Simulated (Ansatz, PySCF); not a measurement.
Energy difference R1 + R2 → 2 P1, each structure at its B3LYP-D3(BJ)/def2-TZVP stationary point, reached from a drawn start (curvature not checked).
P1: NO (SMILES [N]=O), charge 0, multiplicity 2.
R1, N2 (SMILES N#N) (charge 0, multiplicity 1):
```xyz
2

N      0.000     0.000     0.545
N      0.000     0.000    -0.545
```
R2: O2 (SMILES O=O), charge 0, multiplicity 3.

P less R. No zero-point or thermal terms; singlets are restricted closed shells; open shells are unrestricted; no spin–orbit coupling.

Correlated levels freeze the cores.

The values were computed with Ansatz (an electronic-structure program); PySCF for the D3/D4 terms. Each number belongs to the level named beside it.

The comparison value is 1.887 eV (CCSD(T)/cc-pVQZ). It is a level with limits of its own, not the exact answer.

Q: Order these levels by how close they come to the comparison value for the reaction energy, closest first: HF/cc-pVDZ, HF/cc-pVQZ, B97M-V/def2-TZVPP, BLYP-D3(BJ)/def2-TZVPP. Give each level's value less the comparison value.

A: BLYP-D3(BJ)/def2-TZVPP (-0.023 eV), B97M-V/def2-TZVPP (0.075 eV), HF/cc-pVQZ (-0.091 eV), HF/cc-pVDZ (-0.225 eV)
